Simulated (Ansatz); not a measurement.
Species: InF, charge 1, multiplicity 2. 
Geometry from a B3LYP-D3(BJ)/def2-TZVP (Ansatz, a quantum-chemistry and plane-wave program) optimisation:
```xyz
2

In     0.0000     0.0000    -0.3005
F      0.0000     0.0000     1.6361
```
Charge +1, spin multiplicity 2.

Basis-set convergence of Hartree-Fock and CCSD(T) correlation energies (hartree) with Ansatz. Cores are frozen in the correlated levels unless marked. Open shells are spin-unrestricted. Spin-orbit coupling is left out. Frozen are the shells of the preceding noble gas and the d and f shells that filled before the atom's block. Past Kr the def2 sets carry scalar-relativistic core potentials.

| basis | functions | E(HF) | E(corr, CCSD(T)) |
|---|---|---|---|
| def2-SVP | 40 | -288.29389 | -0.22247 |
| def2-TZVPP | 81 | -288.43040 | -0.29320 |
| def2-QZVPP | 139 | -288.43707 | -0.31896 |

Extrapolating the two largest sets (X = 3 and 4) as X^-3: E(corr) = (64·(-0.31896) - 27·(-0.29320))/37 = -0.3378 Eh, an estimate of the basis-set limit. The largest set recovers 94.4 % of it, the smallest 65.9 %.
